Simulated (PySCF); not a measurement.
Molecule: CH5FNSi (charge 0, doublet). It need not be the lowest isomer of its formula. SMILES: F[Si@@H](C)[NH]
Structure (B3LYP-D3(BJ)/def2-TZVP (Ansatz) minimum search):
```
Si
F 1 1.6120
N 1 1.7320 2 114.07
H 3 1.0206 1 118.61 2 2.16
H 1 1.4796 2 106.74 3 116.46
C 1 1.8585 5 113.03 2 -119.05
H 6 1.0909 1 110.33 5 -59.02
H 6 1.0912 7 108.37 1 121.71
H 6 1.0917 7 108.69 8 117.55
```
Charge 0, spin multiplicity 2.

Dispersion corrections to the total energy (kcal/mol) from the dftd3 and dftd4 libraries through PySCF: D3(BJ) without and D4 with the three-body term, each with the damping fitted for the functional named.

```tsv
functional	D3(BJ)	D4
BLYP	-7.83	?
CAM-B3LYP	-2.83	?
PW6B95	-1.83	-3.17
PBE0	-3.14	-2.94
revPBE	?	-11.21
BHLYP	-5.09	-4.18
r2SCAN	-0.99	-0.84
```

Problem. Complete the blanks.

Solution. 
- BLYP, D4: -7.86
- CAM-B3LYP, D4: -2.95
- revPBE, D3(BJ): -9.19
